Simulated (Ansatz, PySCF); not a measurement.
ClH5N2Sn, SMILES [NH2][SnH]([NH2])[Cl].

Geometry: PBE0-D3(BJ)/def2-SVP. The structure was generated by enumeration; whether it is a known compound was not checked. The def2 effective core potentials stand for the cores of Sn; spin–orbit coupling is left out. One conformer was computed; it need not be the lowest.

Vertical ionisation energy (IE) and electron affinity (EA) in eV. Rows of orbital energies are one-electron estimates. Where ΔSCF, EOM or ADC give a negative EA the extra electron is unbound and the value depends on the basis.

```json
[
 {"level": "−ε(HOMO), −ε(LUMO), PBE0/def2-TZVP (PySCF)", "IE": "7.69", "EA": "0.81"},
 {"level": "−ε(HOMO), −ε(LUMO), PBE/def2-TZVP (PySCF)", "IE": "6.25", "EA": "1.75"},
 {"level": "ΔSCF, PBE0/def2-SVPD (Ansatz), final states of multiplicity 2 and 2", "IE": "(withheld)", "EA": "(withheld)"},
 {"level": "ΔSCF, PBE/def2-SVPD (Ansatz), final states of multiplicity 2 and 2", "IE": "9.21", "EA": "-0.42"}
]
```

Q: Some entries are withheld; supply them. (An estimate is asked for; the answer gives what the named calculation found.)

A: 
- ΔSCF, PBE0/def2-SVPD (Ansatz, a quantum-chemistry and plane-wave program), final states of multiplicity 2 and 2, IE: 9.68
- ΔSCF, PBE0/def2-SVPD (Ansatz), final states of multiplicity 2 and 2, EA: -0.63

Q: What vertical singlet–triplet gap does ΔSCF give with PBE0/def2-SVPD (Ansatz) and with PBE/def2-SVPD (Ansatz)? (An estimate is asked for; the answer gives what the named calculation found.)

A: 5.16 and 4.56 eV (triplet above singlet where positive).
